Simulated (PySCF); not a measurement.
## Core binding energy against partial charge

C₈H₁₃P.
Z-matrix (Å and degrees, PBE0-D3(BJ)/def2-SVP geometry), rows numbered from 1:
```
C 
C   1  1.4925
C   2  1.3417  1  126.50
C   3  1.5006  2  117.77  1   176.99
C   4  1.5350  3  107.65  2    14.42
P   2  1.8459  1  121.18  3   178.57
C   6  1.8377  2   99.05  1   -85.89
C   7  1.5065  6  118.44  2   168.13
C   8  1.4932  7   60.30  6  -107.61
H   1  1.1004  2  111.68  3     0.08
H   1  1.1019  2  111.12  3   121.31
H   1  1.1030  2  110.85  3  -120.48
H   3  1.0971  2  121.98  1    -0.44
H   4  1.1066  3  109.46  2  -106.87
H   4  1.1027  3  111.64  2   136.85
H   5  1.1002  4  113.69  3  -143.19
H   5  1.1012  4  110.34  3    96.67
H   7  1.0965  6  116.08  2   -45.42
H   8  1.0933  7  117.64  9  -108.78
H   8  1.0944  7  117.70  9   108.01
H   9  1.0929  7  117.70  8   108.88
H   9  1.0945  7  117.70  8  -107.87
```

Binding energies: PySCF, delta-SCF UKS SCAN, pcX-2 on the ionised atom, pcseg-1 elsewhere, spin-free X2C. Charges: PBE0/pcSseg-1 ground-state density, for the ionised atom.

| atom | environment | C 1s (eV) | Mulliken (e) | IAO (e) | Hirshfeld (e) | ESP (e) |
| --- | --- | --- | --- | --- | --- | --- |
| C3 | alkene CH carbon | 289.67 | -0.054 | -0.161 | -0.054 | -0.184 |
| C2 | fully substituted alkene carbon | 289.72 | -0.546 | -0.182 | -0.048 | +0.285 |
| C7 | sp3 carbon bound to phosphorus | 290.08 | -0.450 | -0.330 | -0.095 | +0.221 |
| C5 | sp3 carbon bound to phosphorus | 290.09 | -0.434 | -0.439 | -0.113 | +0.008 |
| C8 | three-membered-ring carbon | 290.40 | -0.196 | -0.282 | -0.092 | -0.241 |
| C4 | allylic carbon | 290.51 | -0.170 | -0.261 | -0.071 | -0.209 |
| C1 | allylic carbon | 290.55 | -0.160 | -0.413 | -0.120 | -0.727 |

Q: Give the correlation coefficient and slope of binding energy on charge for each scheme.

A: Mulliken: r = 0.34, slope 0.7 eV per e; IAO: r = -0.58, slope -2.0 eV per e; Hirshfeld: r = -0.64, slope -8.3 eV per e; ESP: r = -0.65, slope -0.7 eV per e. On 7 points no scheme stands out.

Q: The point-charge model writes a binding energy as kq + V + constant, with V the potential of the other atoms' charges at the site. What does it give with the Mulliken charges?

A: V = Σ 14.40 eV Å × q/r over all other atoms: -3.18 eV at C3, +2.66 eV at C2, +2.91 eV at C7, +4.35 eV at C5, +0.93 eV at C8, +0.49 eV at C4, +0.91 eV at C1. Fitting binding energy − V to q gives k = 11.6 eV per e and leaves an rms residual of 0.92 eV, against 0.31 eV for the fit on q alone. The model has no term for differences in relaxation between sites.

Geometry: PBE0-D3(BJ)/def2-SVP, one conformer, isolated molecule.
